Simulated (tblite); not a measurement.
BeF (SMILES [Be][F]), doublet, geometry from GFN2-xTB (such geometries of metal compounds can be far from the true shape) (the spin is typed, not shown lowest); GFN1-xTB with ALPB(water) (tblite).

tblite was given this input:
```
$ tblite run mol.xyz --method gfn1 --charge 0 --spin 1 --alpb water --json tblite.json --no-restart

# file mol.xyz
2

Be    -0.00000000    -0.00000000    -0.96726424
F      0.00000000     0.00000000     0.42989522
```

Write the output that tblite gives for this input, abridged.


```
xTB calculator
 | screened Coulomb repulsion
 | Coulomb electrostatics
 |  * isotropic Klopman-Ohno-Mataga-Nishimoto electrostatics
 |  * onsite third-order electrostatics
 | DFT-D3(BJ) dispersion correction
 | Interactions (3)
 | [1] alpb/gbsa reaction field model
 | [2] cds contribution to solvation
 | [3] empirical free energy shift and standard state/solvent correction

halogen bonding energy    0.0000000000000E+00 Eh
repulsion energy          1.9283171519453E-02 Eh
dispersion energy        -1.3447544783155E-04 Eh
interaction energy       -3.7506555436057E-02 Eh
number of electrons       9.0000000000000E+00 e
integral cutoff           3.8372252746362E+01 bohr

------------------------------------------------------------
  cycle        total energy    energy error   density error
------------------------------------------------------------
      1     -5.895193841494  -5.8768360E+00   7.2097893E-01
      2     -5.934424596290  -3.9230755E-02   4.1714380E-01
      3     -5.936929304825  -2.5047085E-03   1.4688474E-01
      4     -5.936828485277   1.0081955E-04   9.5521474E-02
      5     -5.939438175636  -2.6096904E-03   5.0971521E-03
      6     -5.939441670454  -3.4948181E-06   3.3716615E-03
      7     -5.939444475960  -2.8055055E-06   2.8289099E-05
      8     -5.939444476160  -1.9988011E-10   7.9680636E-08
------------------------------------------------------------

electronic energy        -5.9210866167953E+00 Eh
total energy             -5.9394444761597E+00 Eh

Post processing:
 | Mayer-Wiberg bond orders

[Info] JSON dump of results written to 'tblite.json'
```
